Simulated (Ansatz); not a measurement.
Basis-set extrapolation for C3H9AlO3, SMILES `C[O][Al]([O]C)[O]C` (PBE0-D4/def2-TZVP geometry, frozen core, Ansatz). Multiplicity 1, RHF reference.

```
                      def2-TZVPP   def2-QZVPP
                 HF  -585.646452  -585.671115
    MP2 correlation    -1.302254    -1.399137
CCSD(T) correlation    -1.395859      not run
```

Energies in hartree. Use E(X) = E(∞) + A·exp(−7.88·√X) for Hartree–Fock and E(X) = E(∞) + B·X^(−2.97) for correlation, with X = 3 and 4, and add CCSD(T) minus MP2 of the smaller set to the MP2 limit.

Question: What is the CCSD(T) energy at the basis-set limit?

Answer: HF limit: -585.671115 + (-0.024663) × 0.13774 = -585.67451. MP2 limit: -1.399137 + (-0.096883) × 0.74074 = -1.47090. Higher-order term: -1.395859 − (-1.302254) = -0.09360. Total: -587.23901 hartree, 123.4 kcal/mol below CCSD(T)/def2-TZVPP.
